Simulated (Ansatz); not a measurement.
Dissociation curve of Ge(OH)4, SMILES [OH][Ge]([OH])([OH])[OH] (H4GeO4), singlet. The O1–H9 bond (O1 also carries Ge; H9 carries nothing else) is varied alone, starting from the PBE0/def2-TZVP optimised geometry.

- RKS-PBE = restricted PBE/cc-pVDZ (Ansatz, a first-principles code)
- RKS-PBE0 = restricted PBE0/cc-pVDZ run with Ansatz
- RKS-B3LYP = restricted B3LYP/cc-pVDZ (Ansatz)
- UKS-PBE = unrestricted PBE/cc-pVDZ in Ansatz
- UKS-PBE0 = unrestricted PBE0/cc-pVDZ (Ansatz)
- UKS-B3LYP = Ansatz with unrestricted B3LYP/cc-pVDZ
- UCCSD(T) = Ansatz with CCSD(T) on UHF/cc-pVDZ, cores with 3d frozen

Cost and agreement with UCCSD(T) over the 16 points of the scan, with UCCSD(T) as yardstick. Costs are rough ratios of core time within Ansatz on shared cores, each with its mean field (Kohn-Sham runs search longer for lower solutions than correlated ones do); the miss is the largest difference from UCCSD(T) of the curve after the mean shift, in kJ/mol.

```csv
level,relative cost,largest difference
RKS-PBE,1,89.5
RKS-PBE0,1,161.0
RKS-B3LYP,1,135.7
UKS-PBE,3,16.3
UKS-PBE0,3,14.2
UKS-B3LYP,4,10.0
```

Costs within a factor of two of each other count as equal.

The restricted form behind RKS-PBE, RKS-PBE0, RKS-B3LYP keeps the bonding electrons paired and can't separate into open-shell fragments. The unrestricted determinant behind UKS-PBE is spin-contaminated at 2.02 to 2.79 Å (<S²> up to 0.9, against 0.00 for a pure singlet). The unrestricted determinant behind UKS-PBE0, UKS-B3LYP is spin-contaminated at 1.77 to 2.79 Å (<S²> up to 1.0, against 0.00 for a pure singlet). The unrestricted determinant behind UCCSD(T) is spin-contaminated at 1.41 to 2.79 Å (<S²> up to 1.0, against 0.00 for a pure singlet).
